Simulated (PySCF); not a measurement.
BH5N2Si, BH4NO (calculated)

Calculation on a computer-drawn molecule: the log of a Hartree-Fock and frozen-core CCSD(T) single point meant for a local Hartree-Fock minimum, with one planted fault or none, to be diagnosed. Offsets are logged minus clean, where the clean run is the same molecule without the fault. The reference is restricted for singlets and unrestricted otherwise, and also for a bond in bohr or an excited solution. Adding or removing an electron swaps singlet and doublet. The excited solution moves the top pair (singlet) or top alpha electron (doublet) to the lowest empty orbital. Highest occupied and lowest empty are orbital energies over both spins, largest force is the largest gradient component, triples share is (T) over the correlation energy, the T1 limit is 0.02 restricted and 0.045 unrestricted, electrons count all cores, a negative frequency is imaginary (commonest isotopes), and the dipole is about the centre of nuclear charge. Program: PySCF 2.14.0.

Common to all runs: meant charge 0; meant multiplicity 1; logged SCF converged yes; logged spin squared 0; possible faults no fault, one electron removed, one electron added, multiplicity raised by two, geometry at a saddle point, SCF held on an excited solution, minimal basis STO-3G, one bond length entered in bohr, all coordinates scaled.

```yaml
- entry: 1
  formula: BH5N2Si
  logged_structure:
    atoms_angstrom:
      - ["N", -0.3814, -0.1626, -0.0645]
      - [B, 0.4738, 0.4592, -0.9941]
      - ["N", 0.2349, 0.4292, -2.3874]
      - [Si, 0.0319, 0.4347, -3.9199]
      - [H, -1.2047, -0.6606, -0.3304]
      - [H, -0.2116, -0.1409, 0.9173]
      - [H, 1.4433, 1.035, -0.5617]
      - [H, 0.5657, -0.5901, -4.8338]
      - [H, -0.7299, 1.4592, -4.6549]
  given:
    meant_basis: "cc-pV(D+d)Z"
    logged_electrons: 38
    logged_basis_functions: 90
    "logged_highest_occupied [eV]": -3.8439
    "logged_lowest_empty [eV]": -3.6242
    "logged_largest_force [hartree/bohr]": 0.24203
    logged_CC_converged: "no"
    "logged_dipole_magnitude [debye]": 7.3228
    logged_SCF_stable_within_its_kind: "no"
    "logged_energy_HF [hartree]": -425.06802
    drawn_bonds_atom: [1, 2, 3, 1, 1, 2, 4, 4]
    drawn_bonds_other_atom: [2, 3, 4, 5, 6, 7, 8, 9]
    drawn_bonds_order: [1, 1, 2, 1, 1, 1, 1, 1]
  results:
    planted_fault: "SCF held on an excited solution"
    "HF_energy_offset_from_clean_run [kcal/mol]": 258.3
  notes: ["CCSD not converged"]
- entry: 2
  formula: BH4NO
  logged_structure:
    atoms_angstrom:
      - ["N", -0.272, 0.2878, -1.008]
      - [B, -1.0837, -0.1488, 0.052]
      - [O, -2.4353, 0.0378, 0.0942]
      - [H, 0.7138, 0.1377, -1.0116]
      - [H, -0.6064, 0.7686, -1.8173]
      - [H, -0.5839, -0.7189, 0.9818]
      - [H, -2.7948, 0.49, -0.6532]
  given:
    meant_basis: cc-pVDZ
    logged_electrons: 24
    logged_basis_functions: 62
    "logged_highest_occupied [eV]": -11.337
    "logged_lowest_empty [eV]": 4.8377
    "logged_largest_force [hartree/bohr]": 1.5117e-05
    "logged_lowest_frequency [cm^-1]": 392.99
    logged_T1_diagnostic: 0.012781
    logged_D1_diagnostic: 0.046046
    logged_triples_share: 0.023084
    logged_CC_converged: "yes"
    "logged_dipole_magnitude [debye]": 2.9123
    logged_SCF_stable_within_its_kind: "yes"
    "logged_energy_HF [hartree]": -156.42927
    "logged_energy_CCSD(T) [hartree]": -156.9111
    drawn_bonds_atom: [1, 2, 1, 1, 2, 3]
    drawn_bonds_other_atom: [2, 3, 4, 5, 6, 7]
    drawn_bonds_order: [1, 1, 1, 1, 1, 1]
  results:
    planted_fault: null
```

## Withheld values
1. Give the missing planted fault for BH4NO (entry 2).

Calculated values
1. no fault

Further results for BH4NO (entry 2):

* HF energy offset from clean run: 0 kcal/mol
* CCSD(T) energy offset from clean run: 0 kcal/mol
